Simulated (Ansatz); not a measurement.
`OB(Cl)C[SiH3]` + `BS` → `BSB(O)Cl` + `C[SiH3]`  (ligand exchange at a B–C bond)

Isolated molecules relaxed with PBE0-D4/def2-TZVP in Ansatz; ΔE leaves out vibrations. CBS: MP2 limit from def2 TZ/QZ plus the TZ coupled-cluster correction, frozen cores. This one scheme is used for every species. Functionals use def2-TZVPP. HSE06 is defined as in plane-wave codes. Each species was taken in one conformer, which may not be the lowest.

| level | ΔE (kJ/mol) |
| --- | --- |
| r2SCAN-D4 | -19.2 |
| HSE06-D4 | -18.2 |
| MP2/def2-SVP | -17.5 |
| HF/def2-TZVPP | -16.1 |

What does CCSD(T)/CBS give? (Best estimate.)

The calculation gave: -17.4 kJ/mol. The listed levels differ from it by -1.8, -0.8, -0.1, 1.3 kJ/mol.

What do rigid-rotor, harmonic-oscillator terms from PBE0-D4/def2-TZVP frequencies (298.15 K, 1 bar) make of the CCSD(T)/CBS value? (Best estimate.)

Ansatz gave: ΔZPE = +3.4 kJ/mol, ΔH = -13.8 kJ/mol, ΔS = -9 J/(mol·K), ΔG = -11.2 kJ/mol. Modes under 50 cm⁻¹ make the entropy rough.

Largest T1 diagnostic among the species: 0.015.

Leaving LDA and LC-ωPBE aside and taking each functional with its dispersion term where it has one, the values, not all of them listed here, spread over 6.1 kJ/mol, from revPBE-D4 to ωB97M-V. At CCSD(T), def2-SVP lies +3.4 kJ/mol from the extrapolated value and def2-TZVPP +1.8 kJ/mol.
